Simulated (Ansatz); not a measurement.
Compounds of Sn with 4 ligands, in which CH3 is traded for H. Quantity: electronic atomisation energy to ground-state atoms, in kcal/mol. Each molecule is optimised on its own at B3LYP-D3(BJ)/def2-TZVP (Ansatz, a quantum-chemistry and plane-wave program). Cores are frozen in the correlated levels unless marked. UHF or UKS for open shells. Spin-orbit coupling is left out. The frozen core is the preceding noble-gas configuration, with the filled d and f shells of earlier blocks. Past Kr the def2 sets carry scalar-relativistic core potentials. CBS(X,Y): correlation extrapolated as X^-3; Hartree-Fock from the larger set. The first level has limits of its own.

```tsv
n(H)	species (SMILES)	CCSD(T)/CBS(def2-TZVPPD,def2-QZVPPD) (Ansatz)	PBE/def2-TZVPD (Ansatz)	B3LYP-D3(BJ)/def2-TZVPD (Ansatz + dftd3)
0	[CH3][Sn]([CH3])([CH3])[CH3]	1460.3	1466.3	1461.7
1	[CH3][SnH]([CH3])[CH3]	?	?	?
2	[CH3][SnH2][CH3]	860.1	858.7	860.8
3	[CH3][SnH3]	560.4	554.9	560.5
4	[SnH4] (SnH4)	260.7	251.1	260.5
```

Fit a straight line through the known rows at each level by least squares, predict the withheld row (n(H) = 1), and compare with the run.


- The known rows have mean n(H) = 2.25 and Σ(n(H) - mean)² = 8.75.
- CCSD(T)/CBS(def2-TZVPPD,def2-QZVPPD): mean 785.375, Σ(n(H) - mean)(y - mean) = -2624.175, slope -299.906 kcal/mol a step; the line gives 785.375 + (-299.906)×(1 - 2.25) = 1160.3; the run gives 1160.1, -0.2 from the line, whose largest residual on the known rows is 0.3.
- PBE/def2-TZVPD: mean 782.750, Σ(n(H) - mean)(y - mean) = -2658.250, slope -303.800 kcal/mol a step; the line gives 782.750 + (-303.800)×(1 - 2.25) = 1162.5; the run gives 1162.5, +0.0 from the line, whose largest residual on the known rows is 0.0.
- B3LYP-D3(BJ)/def2-TZVPD: mean 785.875, Σ(n(H) - mean)(y - mean) = -2627.775, slope -300.317 kcal/mol a step; the line gives 785.875 + (-300.317)×(1 - 2.25) = 1161.3; the run gives 1161.2, -0.1 from the line, whose largest residual on the known rows is 0.2.
- PBE minus the first level along the series: +6.0, +2.4, -1.4, -5.5, -9.6 kcal/mol.
